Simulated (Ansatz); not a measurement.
Steps of a relaxation of C2H6F2Ge (`FC[CH](F)[GeH3]`) with RKS PBE-D4/def2-SVP.

```sh
$ ansatz run in.yaml --threads 4 --pin off --events-out ev --progress --plain --max-ram 10444MiB
```

```yaml
crystal:
  periodic: [false, false, false]
  atoms:
    - {symbol: F, position_ang: [-1.509400, -1.771700, 1.184700]}
    - {symbol: C, position_ang: [-0.688100, -0.667400, 1.026100]}
    - {symbol: C, position_ang: [-0.375000, -0.476400, -0.459100]}
    - {symbol: F, position_ang: [0.336700, -1.610700, -0.937900]}
    - {symbol: Ge, position_ang: [0.871500, 1.024700, -0.690500]}
    - {symbol: H, position_ang: [0.237400, -0.856200, 1.609500]}
    - {symbol: H, position_ang: [-1.140100, 0.255700, 1.428500]}
    - {symbol: H, position_ang: [-1.231600, -0.265100, -1.029500]}
    - {symbol: H, position_ang: [1.205100, 1.220300, -2.135000]}
    - {symbol: H, position_ang: [0.194000, 2.321500, -0.117100]}
    - {symbol: H, position_ang: [2.164900, 0.768300, 0.141000]}
basis:
  gaussian: {orbitals: def2-SVP}
hamiltonian: {xc: pbe, dispersion: d4}
relax: {f_tol: 0.03, max_steps: 200}
```

Positions (Å) and forces (eV/Å) along the path, 7 of 7 steps:

```xyz
11
step=1 energy=-64093.3272 eV
F    -1.509   -1.772    1.185   -0.257    0.202    0.182
C    -0.688   -0.667    1.026    0.233   -0.573   -0.786
C    -0.375   -0.476   -0.459    2.600   -0.696    1.904
F     0.337   -1.611   -0.938   -0.688    0.406    0.027
Ge    0.872    1.025   -0.691    0.117    0.702    1.083
H     0.237   -0.856    1.609    0.175   -0.002   -0.101
H    -1.140    0.256    1.429   -0.406    0.173    0.103
H    -1.232   -0.265   -1.030   -1.945   -0.082   -1.265
H     1.205    1.220   -2.135    0.189    0.067   -0.887
H     0.194    2.321   -0.117    0.116   -0.147   -0.145
H     2.165    0.768    0.141   -0.134   -0.049   -0.116
11
step=2 energy=-64093.4999 eV
F    -1.560   -1.768    1.180   -0.004    0.156   -0.042
C    -0.690   -0.698    1.032    0.123   -0.029   -0.218
C    -0.336   -0.469   -0.428    0.465   -0.575    0.477
F     0.323   -1.614   -0.924   -0.159    0.376    0.029
Ge    0.886    1.080   -0.681    0.056    0.172    0.246
H     0.232   -0.910    1.617    0.027   -0.038    0.003
H    -1.155    0.227    1.437   -0.096    0.039    0.060
H    -1.253   -0.315   -1.009   -0.466   -0.018   -0.329
H     1.219    1.236   -2.172    0.020   -0.031   -0.181
H     0.224    2.389   -0.155    0.035   -0.084   -0.028
H     2.177    0.785    0.125   -0.002    0.032   -0.018
11
step=3 energy=-64093.5178 eV
F    -1.596   -1.736    1.166   -0.013    0.004    0.022
C    -0.685   -0.701    1.032   -0.033    0.009   -0.080
C    -0.332   -0.473   -0.421    0.036   -0.179    0.030
F     0.342   -1.592   -0.931   -0.023    0.088    0.039
Ge    0.888    1.091   -0.669   -0.022    0.014   -0.089
H     0.231   -0.951    1.614   -0.025   -0.009   -0.013
H    -1.133    0.232    1.450    0.038   -0.018    0.002
H    -1.268   -0.346   -1.014    0.055    0.060    0.045
H     1.208    1.208   -2.180   -0.006    0.005    0.053
H     0.221    2.392   -0.154   -0.004    0.029   -0.010
H     2.189    0.819    0.127   -0.003   -0.004    0.001
11
step=4 energy=-64093.5210 eV
F    -1.623   -1.723    1.161   -0.002    0.006    0.004
C    -0.686   -0.710    1.035   -0.009    0.020   -0.005
C    -0.322   -0.478   -0.412   -0.048   -0.032   -0.074
F     0.352   -1.591   -0.927    0.003    0.027    0.023
Ge    0.884    1.097   -0.673    0.010   -0.015   -0.021
H     0.223   -0.987    1.617   -0.019   -0.005   -0.012
H    -1.111    0.231    1.461    0.029   -0.021   -0.003
H    -1.255   -0.339   -1.009    0.047    0.008    0.054
H     1.205    1.208   -2.183   -0.010   -0.012    0.028
H     0.215    2.404   -0.174   -0.013    0.006    0.002
H     2.185    0.832    0.124    0.014    0.016    0.004
11
step=5 energy=-64093.5224 eV
F    -1.647   -1.706    1.157    0.011    0.022   -0.006
C    -0.685   -0.715    1.034   -0.003    0.006    0.041
C    -0.318   -0.482   -0.410   -0.019    0.029   -0.033
F     0.355   -1.592   -0.927    0.009   -0.018   -0.010
Ge    0.884    1.098   -0.671    0.001   -0.005    0.009
H     0.217   -1.018    1.612   -0.012   -0.002   -0.011
H    -1.084    0.232    1.469    0.006   -0.020    0.000
H    -1.249   -0.333   -1.005    0.013   -0.008    0.014
H     1.202    1.196   -2.180    0.004   -0.002   -0.005
H     0.200    2.405   -0.186   -0.004   -0.009   -0.001
H     2.189    0.858    0.128   -0.004    0.007    0.003
11
step=6 energy=-64093.5226 eV
F    -1.668   -1.678    1.152   -0.029   -0.026    0.033
C    -0.679   -0.714    1.035   -0.003   -0.038   -0.029
C    -0.317   -0.482   -0.411    0.068    0.010   -0.027
F     0.358   -1.592   -0.932   -0.037    0.016    0.024
Ge    0.881    1.099   -0.672   -0.020    0.000   -0.007
H     0.219   -1.054    1.600    0.004    0.014   -0.004
H    -1.046    0.237    1.486    0.001    0.005   -0.004
H    -1.251   -0.338   -1.001    0.005    0.009    0.013
H     1.215    1.189   -2.179    0.009   -0.001    0.001
H     0.176    2.399   -0.204    0.002    0.009    0.001
H     2.177    0.877    0.146   -0.001    0.003    0.000
11
step=7 energy=-64093.5231 eV
F    -1.666   -1.683    1.157    0.006    0.005    0.004
C    -0.678   -0.718    1.035    0.000   -0.012    0.006
C    -0.318   -0.481   -0.411    0.017   -0.001   -0.010
F     0.348   -1.593   -0.937   -0.010    0.002    0.003
Ge    0.880    1.099   -0.674    0.003    0.003    0.012
H     0.222   -1.054    1.598   -0.002    0.003   -0.003
H    -1.045    0.233    1.486   -0.001   -0.002   -0.001
H    -1.253   -0.330   -0.997   -0.006    0.004   -0.003
H     1.227    1.183   -2.178   -0.003    0.001    0.001
H     0.175    2.402   -0.210   -0.003    0.001   -0.010
H     2.174    0.885    0.152   -0.001   -0.004    0.003
```

It took 9.5 s on 4 threads of an Arm Neoverse V2 on a shared host, with 0.17 GiB of host memory at the peak.
